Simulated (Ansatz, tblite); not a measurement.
Spin states of PbSe₂, each relaxed with r2SCAN-D4/def2-TZVP in Ansatz. Electronic energies in the gas phase.

In the def2 sets Pb takes a core potential; there is no spin–orbit coupling. The xTB rows come from tblite. Correlated methods freeze 22 core orbitals; core or outer-core shells of Pb, Se are correlated, in sets that lack core-valence functions. The structure comes from a short search, and lower isomers may exist.

Singlet geometry (C2v within 0.1 Å):

```tsv
atom	x (Å)	y (Å)	z (Å)
Pb1	1.469	0.274	0.400
Se2	-0.504	-1.333	-0.228
Se3	-0.965	1.060	-0.172
```

Triplet geometry (C2v within 0.1 Å):

Cartesian coordinates in Å:
```
Pb -1.499 -0.820 -0.225
Se 0.938 -0.194 1.053
Se 0.561 1.013 -0.828
```

Quintet geometry (C2v within 0.1 Å):

Cartesian coordinates in Å:
```
Pb 1.132 1.293 -0.034
Se -0.893 -0.328 1.265
Se -0.239 -0.966 -1.231
```

⟨S²⟩: triplet 2.01 at PBE0-D4/def2-TZVP (pure 2.00), quintet 6.01 at PBE0-D4/def2-TZVP (pure 6.00).

Only these spin states were relaxed.

```
               level  triplet − singlet (kcal/mol)  quintet − singlet (kcal/mol)  lowest of these
            GFN1-xTB                          47.1                         125.1          singlet
 r2SCAN-D4/def2-TZVP                          21.0                          82.9          singlet
r2SCANh-D4/def2-TZVP                          20.6                          82.7          singlet
   PBE0-D4/def2-TZVP                          22.0                          85.3          singlet
    B2PLYP/def2-TZVP                          23.4                          89.5          singlet
   RPA@PBE/def2-TZVP                          22.5                          80.6          singlet
```

Task: Estimate the rows for GFN2-xTB, HF/def2-TZVP, PBE-D4/def2-TZVP, BHLYP-D4/def2-TZVP, ωB97M-V/def2-TZVP, MP2/def2-TZVP.

Result: 
```csv
level,triplet − singlet (kcal/mol),quintet − singlet (kcal/mol),lowest of these
GFN2-xTB,40.6,101.8,singlet
HF/def2-TZVP,11.5,50.5,singlet
PBE-D4/def2-TZVP,22.9,83.3,singlet
BHLYP-D4/def2-TZVP,20.8,80.4,singlet
ωB97M-V/def2-TZVP,22.6,86.3,singlet
MP2/def2-TZVP,25.5,96.0,singlet
```

The xTB methods have no term that favours high spin, so they put low spin too low.
